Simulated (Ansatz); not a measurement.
`FBN[SiH3]` and `BNBN[SiH3]` differ in one atom or group.

Ansatz, PBE0-D4/def2-TZVP geometries, multiplicity 1. Each molecule was computed in one conformer, which needn't be the lowest.

```csv
property,`FBN[SiH3]`
HOMO–LUMO gap (ωB97M-V/def2-TZVPP) / eV,12.54
HOMO energy (PBE/def2-TZVPP) / eV,-7.11
HOMO energy (B3LYP/def2-TZVPP) / eV,-8.22
HOMO energy (ωB97M-V/def2-TZVPP) / eV,-10.75
HOMO–LUMO gap (PBE0/def2-TZVPP) / eV,8.71
HOMO–LUMO gap (B3LYP/def2-TZVPP) / eV,8.24
```

Task: What does the change do to each property? (Estimate.)

Result: The calculation gave: 
```csv
property,`BNBN[SiH3]`,shift
HOMO–LUMO gap (ωB97M-V/def2-TZVPP) / eV,11.45,-1.09
HOMO energy (PBE/def2-TZVPP) / eV,-6.70,0.41
HOMO energy (B3LYP/def2-TZVPP) / eV,-7.71,0.51
HOMO energy (ωB97M-V/def2-TZVPP) / eV,-10.23,0.52
HOMO–LUMO gap (PBE0/def2-TZVPP) / eV,7.26,-1.45
HOMO–LUMO gap (B3LYP/def2-TZVPP) / eV,6.81,-1.43
```

With PBE0 the HOMO rises by 0.50 eV and the LUMO falls by 0.95 eV, so the gap narrows by about 1.45 eV. PBE moves the HOMO by 0.41 eV and ωB97M-V by 0.52 eV.

B3LYP here is the variant with VWN-RPA as its local correlation; programs differ in this.
